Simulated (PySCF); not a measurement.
YCl3, SMILES [Y]([Cl])([Cl])[Cl]. The structure is a stationary point at PBE-D3(BJ)/def2-SVP. The isomer is the one that the SMILES or the coordinates give; other isomers of the formula were not compared. The def2 effective core potentials stand for the cores of Y; spin–orbit coupling is left out.

Computed equilibrium geometry at PBE-D3(BJ)/def2-SVP (PySCF confirms it by a frequency run) as Cartesian coordinates in Å, and its point group:
point group D3h.
```xyz
4

Y      0.0000     0.0000     0.0000
Cl     2.4431     0.0000     0.0000
Cl    -1.2216    -2.1158     0.0000
Cl    -1.2216     2.1158     0.0000
```
